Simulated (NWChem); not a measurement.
System: CdBrCl; SMILES [Cl][Cd][Br]

The following NWChem deck was run.

```
start job
memory heap 200 mb stack 900 mb global 1100 mb
geometry units angstroms
  Cd     0.718630    -0.293349    -0.008309
  Cl     1.236672     1.029816    -1.775070
  Br    -1.559692    -0.044233     0.799279
end
basis spherical
  * library def2-svp
end
ecp
  Cd library def2-ecp
end
dft
  xc pbe0
  iterations 150
end
driver
  maxiter 120
end
task dft optimize
dft
  grid fine
  convergence energy 1d-8 density 1d-7
end
task dft freq numerical
```

NWChem printed, in part:

```
             Northwest Computational Chemistry Package (NWChem) 7.3.0
             --------------------------------------------------------

 CS  symmetry detected

                             Geometry "geometry" -> ""
                             -------------------------

 Output coordinates in angstroms (scale by  1.889725989 to convert to a.u.)

  No.       Tag          Charge          X              Y              Z
 ---- ---------------- ---------- -------------- -------------- --------------
    1 Cd                  48.0000     0.57582897     0.51896963     0.00000000
    2 Cl                  17.0000    -1.01420610     2.13525118     0.00000000
    3 Br                  35.0000    -0.29709391    -1.74885178     0.00000000

 Effective nuclear repulsion energy (a.u.)     636.0161116185

      Symmetry information
      --------------------

 Group name             Cs
 Group number              2
 Group order               2
 No. of unique centers     3

                                Z-matrix (autoz)
                                --------

 Units are Angstrom for bonds and degrees for angles

      Type          Name      I     J     K     L     M      Value
      ----------- --------  ----- ----- ----- ----- ----- ----------
    1 Stretch                  1     2                       2.26728
    2 Stretch                  1     3                       2.43002
    3 Bend                     2     1     3               114.41644

                           NWChem Geometry Optimization
                           ----------------------------

 maximum gradient threshold         (gmax) =   0.000450
 rms gradient threshold             (grms) =   0.000300
 maximum cartesian step threshold   (xmax) =   0.001800
 rms cartesian step threshold       (xrms) =   0.001200
 fixed trust radius                (trust) =   0.300000
 source of zmatrix                         =   autoz

          -------------------
          Energy Minimization
          -------------------

 Using diagonal initial Hessian
 Scaling for Hessian diagonals: bonds = 1.00  angles = 0.25  torsions = 0.10

          --------
          Step   0

                                 NWChem DFT Module
                                 -----------------

 Summary of "ao basis" -> "ao basis" (spherical)
 ------------------------------------------------------------------------------
       Tag                 Description            Shells   Functions and Types
 ---------------- ------------------------------  ------  ---------------------
 Cd                         def2-svp                11       31   5s3p2d1f
 Cl                         def2-svp                 8       18   4s3p1d
 Br                         def2-svp                12       32   5s4p3d

      Symmetry analysis of basis
      --------------------------

        a'         56
        a"         25

            General Information
            -------------------
          SCF calculation type: DFT
          Wavefunction type:  closed shell.
          No. of atoms     :     3
          No. of electrons :    72
           Alpha electrons :    36
            Beta electrons :    36
          Charge           :     0
          Spin multiplicity:     1
          Use of symmetry is: on ; symmetry adaption is: on
          Maximum number of iterations: 150
          AO basis - number of functions:    81
                     number of shells:    31
          Convergence on energy requested:  1.00D-06
          Convergence on density requested:  1.00D-05
          Convergence on gradient requested:  5.00D-04

              XC Information
              --------------
                         PBE0 Method XC Functional
                     Hartree-Fock (Exact) Exchange  0.250
          PerdewBurkeErnzerhof Exchange Functional  0.750
            Perdew 1991 LDA Correlation Functional  1.000 local
           PerdewBurkeErnz. Correlation Functional  1.000 non-local

             Grid Information
             ----------------
          Grid used for XC integration:  medium
          Radial quadrature: Mura-Knowles
          Angular quadrature: Lebedev.
          Tag              B.-S. Rad. Rad. Pts. Rad. Cut. Ang. Pts.
          ---              ---------- --------- --------- ---------
          Cd                  1.55      123           8.0       590
          Cl                  1.00       88          10.0       590
          Br                  1.15      112          10.0       590
          Grid pruning is: on
          Number of quadrature shells:   323
          Spatial weights used:  Erf1

      Superposition of Atomic Density Guess
      -------------------------------------

 Sum of atomic energies:       -3223.38301374

      Non-variational initial energy
      ------------------------------

 Total energy =   -3198.522704
 1-e energy   =   -5136.270330
 2-e energy   =    1626.239560
 HOMO         =      -0.386091
 LUMO         =      -0.103597

      Symmetry analysis of molecular orbitals - initial
      -------------------------------------------------

  Numbering of irreducible representations:

     1 a'          2 a"

  Orbital symmetries:

     1 a'          2 a'          3 a'          4 a'          5 a'
     6 a"          7 a'          8 a'          9 a'         10 a'
    11 a"         12 a'         13 a'         14 a"         15 a'
    16 a'         17 a'         18 a"         19 a'         20 a"
    21 a'         22 a'         23 a"         24 a'         25 a'
    26 a'         27 a'         28 a"         29 a'         30 a"
    31 a'         32 a'         33 a"         34 a'         35 a"
    36 a'         37 a'         38 a"         39 a'         40 a'
    41 a'         42 a'         43 a"         44 a'         45 a'
    46 a"

   convergence    iter        energy       DeltaE   RMS-Dens  Diis-err
 ---------------- ----- ----------------- --------- --------- ---------
 d= 0,ls=0.0,diis     1  -3201.1767714378 -3.51D+03  1.98D-02  4.34D-01
 d= 0,ls=0.0,diis     2  -3201.1466459339  3.01D-02  1.14D-02  6.30D-01
 d= 0,ls=0.0,diis     3  -3201.2390867059 -9.24D-02  1.54D-03  1.69D-02
 d= 0,ls=0.0,diis     4  -3201.2411572945 -2.07D-03  2.89D-04  1.03D-03
 d= 0,ls=0.0,diis     5  -3201.2412643681 -1.07D-04  7.91D-05  1.79D-05
  Resetting Diis
 d= 0,ls=0.0,diis     6  -3201.2412660111 -1.64D-06  2.91D-05  5.03D-06
 d= 0,ls=0.0,diis     7  -3201.2412666610 -6.50D-07  8.69D-06  1.60D-07

         Total DFT energy =    -3201.241266660983
      One electron energy =    -5136.973182990699
           Coulomb energy =     1758.890430750319
    Exchange-Corr. energy =     -134.666580285332
 Nuclear repulsion energy =      311.508065864728

 Numeric. integr. density =       71.999999892561

                  Occupations of the irreducible representations
                  ----------------------------------------------

                     irrep           alpha         beta
                     --------     --------     --------
                     a'               26.0         26.0
                     a"               10.0         10.0

                       DFT Final Molecular Orbital Analysis
                       ------------------------------------

 Vector   34  Occ=2.000000D+00  E=-3.138985D-01  Symmetry=a'
              MO Center= -6.4D-01,  9.7D-01, -1.2D-15, r^2= 4.5D+00
   Bfn.  Coefficient  Atom+Function         Bfn.  Coefficient  Atom+Function
  ----- ------------  ---------------      ----- ------------  ---------------
    43      0.460071  2 Cl py                40      0.335416  2 Cl py
    64      0.298053  3 Br px                61      0.263659  3 Br px
    42      0.253836  2 Cl px                37      0.195806  2 Cl py
    39      0.186152  2 Cl px                58     -0.176632  3 Br px
    19      0.166303  1 Cd d  2               4      0.116525  1 Cd s

 Vector   35  Occ=2.000000D+00  E=-2.966694D-01  Symmetry=a"
              MO Center= -3.5D-01, -1.3D+00,  2.1D-13, r^2= 3.0D+00
   Bfn.  Coefficient  Atom+Function         Bfn.  Coefficient  Atom+Function
  ----- ------------  ---------------      ----- ------------  ---------------
    66      0.573390  3 Br pz                63      0.495268  3 Br pz
    60     -0.330809  3 Br pz                44     -0.226597  2 Cl pz
    41     -0.158087  2 Cl pz                16      0.128109  1 Cd d -1
    57      0.107485  3 Br pz                38     -0.092688  2 Cl pz
    14      0.039374  1 Cd pz                11      0.037733  1 Cd pz

 Vector   36  Occ=2.000000D+00  E=-2.916419D-01  Symmetry=a'
              MO Center= -3.8D-01, -1.0D+00, -7.3D-16, r^2= 3.8D+00
   Bfn.  Coefficient  Atom+Function         Bfn.  Coefficient  Atom+Function
  ----- ------------  ---------------      ----- ------------  ---------------
    64      0.426645  3 Br px                61      0.373643  3 Br px
    65     -0.347492  3 Br py                62     -0.306236  3 Br py
    43     -0.278017  2 Cl py                58     -0.248581  3 Br px
    59      0.203062  3 Br py                40     -0.201771  2 Cl py
    15      0.152437  1 Cd d -2              37     -0.117298  2 Cl py

[...]

      ----------------------
      Optimization converged
      ----------------------

  Step       Energy      Delta E   Gmax     Grms     Xrms     Xmax
  ---- ---------------- -------- -------- -------- -------- --------
@    8   -3201.27436412 -5.1D-08  0.00001  0.00000  0.00024  0.00058
                                     ok       ok       ok       ok

                                Z-matrix (autoz)
                                --------

 Units are Angstrom for bonds and degrees for angles

      Type          Name      I     J     K     L     M      Value     Gradient
      ----------- --------  ----- ----- ----- ----- ----- ---------- ----------
    1 Stretch                  1     2                       2.28024   -0.00000
    2 Stretch                  1     3                       2.40176    0.00000
    3 Bend                     2     1     3               179.99170   -0.00001

                         Geometry "geometry" -> "geometry"
                         ---------------------------------

 Output coordinates in angstroms (scale by  1.889725989 to convert to a.u.)

  No.       Tag          Charge          X              Y              Z
 ---- ---------------- ---------- -------------- -------------- --------------
    1 Cd                  48.0000    -0.25255948     0.34161552     0.00000000
    2 Cl                  17.0000    -0.66283470     2.58464358     0.00000000
    3 Br                  35.0000     0.17992314    -2.02089007     0.00000000

 Effective nuclear repulsion energy (a.u.)     626.7706545087

      Symmetry information
      --------------------

 Group name             Cs
 Group number              2
 Group order               2
 No. of unique centers     3

                Final and change from initial internal coordinates
                --------------------------------------------------

                                Z-matrix (autoz)
                                --------

 Units are Angstrom for bonds and degrees for angles

      Type          Name      I     J     K     L     M      Value       Change
      ----------- --------  ----- ----- ----- ----- ----- ---------- ----------
    1 Stretch                  1     2                       2.28024    0.01296
    2 Stretch                  1     3                       2.40176   -0.02826
    3 Bend                     2     1     3               179.99170   65.57526

 ==============================================================================
                                internuclear distances
 ------------------------------------------------------------------------------
       center one      |      center two      | atomic units |  angstroms
 ------------------------------------------------------------------------------
    2 Cl               |   1 Cd               |     4.30903  |     2.28024
    3 Br               |   1 Cd               |     4.53868  |     2.40176
 ------------------------------------------------------------------------------
                         number of included internuclear distances:          2
 ==============================================================================

[second-derivative integrals and response iterations left out]

  Vibrational analysis via the FX method

  See chapter 2 in "Molecular Vibrations" by Wilson, Decius and Cross

  Vib: Default input used

 ---------------------------- Atom information ----------------------------
     atom    #        X              Y              Z            mass
 --------------------------------------------------------------------------
    Cd       1 -4.7726821D-01  6.4555972D-01  0.0000000D+00  1.1390360D+02
    Cl       2 -1.2525760D+00  4.8842681D+00  0.0000000D+00  3.4968850D+01
    Br       3  3.4000543D-01 -3.8189285D+00  0.0000000D+00  7.9916500D+01
 --------------------------------------------------------------------------

[unprojected Hessian and modes left out]

        Vibrational analysis via the FX method
  --- with translations and rotations projected out ---
  --- via the Eckart algorithm                      ---
 Projected Nuclear Hessian trans-rot subspace norm:1.7924D-33
                         (should be close to zero!)

[projected Hessian left out]

 Rotational Constants
 --------------------
 A= ********** cm-1  (********** K)
 B=   0.028680 cm-1  (  0.041263 K)
 C=   0.028680 cm-1  (  0.041263 K)

 Temperature                      =   298.15K
 frequency scaling parameter      =   1.0000

 Zero-Point correction to Energy  =    1.043 kcal/mol  (  0.001663 au)
 Thermal correction to Energy     =    3.807 kcal/mol  (  0.006066 au)
 Thermal correction to Enthalpy   =    4.399 kcal/mol  (  0.007010 au)

 Total Entropy                    =   59.752 cal/mol-K
   - Translational                =   42.166 cal/mol-K (mol. weight = 228.7889)
   - Rotational                   =   10.932 cal/mol-K (symmetry #  =        1)
   - Vibrational                  =    6.654 cal/mol-K

 Cv (constant volume heat capacity) =   11.146 cal/mol-K
   - Translational                  =    2.979 cal/mol-K
   - Rotational                     =    2.979 cal/mol-K
   - Vibrational                    =    5.187 cal/mol-K

[normal modes left out]

 ----------------------------------------------------------------------------
 Normal Eigenvalue ||           Projected Infra Red Intensities
  Mode   [cm**-1]  || [atomic units] [(debye/angs)**2] [(KM/mol)] [arbitrary]
 ------ ---------- || -------------- ----------------- ---------- -----------
    1       -0.000 ||    0.000000           0.000         0.000       0.000
    2        0.000 ||    0.003885           0.090         3.787       5.143
    3        0.000 ||    0.003530           0.081         3.441       4.673
    4        0.000 ||    0.001232           0.028         1.201       1.632
    5        0.000 ||    0.000003           0.000         0.003       0.004
    6        0.000 ||    0.000001           0.000         0.001       0.001
    7       76.756 ||    0.008648           0.200         8.430      11.448
    8      248.919 ||    0.003417           0.079         3.331       4.524
    9      404.487 ||    0.047266           1.090        46.077      62.575
 ----------------------------------------------------------------------------
```

Level: PBE0/def2-SVP with def2 effective core potentials on Cd. This build's default masses of Se (78.918 u) and Br (79.917 u) are each other's, which moves their modes by up to 0.6 %. def2 effective core potentials on Cd; no spin-orbit coupling.
